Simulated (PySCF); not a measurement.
# Arsenic: a sound run and one with changed settings

Sound run: As [Ar] 3d10 4s2 4p3, As⁺ [Ar] 3d10 4s2 4p2. Computed with PySCF 2.14 in x2c-TZVPall (6s5p4d1f, 48 functions), with the spin-free X2C one-electron Hamiltonian (Gaussian nucleus). In the sound run the correlated levels freeze [Ar] 3d10. The sound run starts from symmetry-adapted Hartree-Fock orbitals and uses a fine grid where one is needed.

A second run was set up differently.

| species | method | sound run (hartree) | changed run (hartree) | converged |
| --- | --- | --- | --- | --- |
| As | MP2 | -2259.08025 | -2259.02530 | yes |
| As | CCSD(T) | -2259.09684 | -2259.03016 | yes |
| As⁺ | MP2 | -2258.71611 | -2258.66856 | yes |
| As⁺ | CCSD(T) | -2258.73266 | -2258.67046 | yes |

Ionisation energy of As:

| method | sound run (eV) | changed run (eV) |
| --- | --- | --- |
| UHF | 9.436 | 9.436 |
| MP2 | 9.909 | 9.707 |
| SCS-MP2 | 9.763 | 9.526 |
| CCSD | 9.879 | 9.782 |
| CCSD(T) | 9.910 | 9.788 |

Problem. What was changed?
A. too few SCF iterations
B. minimal basis
C. a valence shell is frozen
D. level shift left on

Solution. C. Freezing a valence shell removes pair correlation that changes on ionisation.
